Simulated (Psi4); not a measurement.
Pair of molecules, SMILES F with SMILES FCF (the first has 2 atoms); geometry from B3LYP-D3(BJ)/def2-TZVP, rigid monomers moved along the line of their centres of mass till H2···F3 is 3.28 Å.
(charge 0, multiplicity 1):
```xyz
7

F     -0.127     0.096    -0.064
H      0.193     0.624     0.634
F      0.869     0.977     3.820
C      0.502    -0.102     4.604
F     -0.601     0.249     5.304
H      1.322    -0.300     5.293
H      0.264    -0.932     3.941
```

The numbers are results of SAPT0/jun-cc-pV(D+d)Z (Psi4 1.11), not measurements.

Problem. Which attractive term is largest, and how does the interaction split up?

Solution. electrostatics -1.12, exchange 0.02, induction -0.05, dispersion -0.07, total -1.23 kcal/mol; the largest attraction is electrostatics.
